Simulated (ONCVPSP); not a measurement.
**rhenium, ONCV: configuration errors across variants**

* Element: Re (Z = 75)
* Generator: ONCVPSP 4.0.1
* Type: optimised norm-conserving Vanderbilt (ONCV)
* Functional: PBE
* Relativity: scalar-relativistic
* Frozen core: [Kr] 4d10 4f14
* Valence charge: 15
* Reference configuration: 5s2 5p6 5d5 6s2
* Partial waves: 5s+6s: rc 1.95 bohr, ncon 3, nbas 8, qcut 6.2 1/bohr, 2 projectors; 5p: rc 1.95 bohr, ncon 3, nbas 6, qcut 7.1 1/bohr, 2 projectors, debl 3.1 Ha; 5d: rc 1.50 bohr, ncon 4, nbas 7, qcut 6.9 1/bohr, 2 projectors, debl 1 Ha
* Local potential: polynomial inside 1.15 bohr (lpopt 5, dvloc0 0 Ha)
* Core correction: none

All-electron excitation energies from the reference (eV): (1) 5s2 5p6 5d5 6s1 9.248; (2) 5s2 5p6 5d5 6s0 25.571; (3) 5s2 5p6 5d4 6s0 52.699; (4) 5s2 5p5 5d5 6s2 52.917.

1 further variants failed, have other tests or another functional or relativity, and are left out.

Errors AE − PS in meV (a dash: test not solved or not reliable):

| change | (1) | (2) | (3) | (4) | bound ghosts | GHOST(+) flags above zero |
| --- | --- | --- | --- | --- | --- | --- |
| base | -3.8 | -10 | -7.8 | -155 | none | s |
| d: qcut 4.5 | -3.8 | -11 | -7.9 | -159 | none | s |
| core correction Teter function, fcfact 3.25, rcfact 1.7 | -7.9 | -36 | -61 | -180 | none | s |
| p: rc 1.82 | -3.8 | -11 | -8.1 | -146 | none | s |
| local potential polynomial inside 1.15 bohr (lpopt 5, dvloc0 8 Ha) | -3.8 | -11 | -7.8 | -158 | none | none |
| d: nproj 1 | -3.7 | -10 | -3.6 | -146 | none | s |

Task: Give the same row for: d: rc 1.76.

Result: -3.8, -10, -8.1, -152; bound ghosts: none; GHOST(+) flags above zero: s.
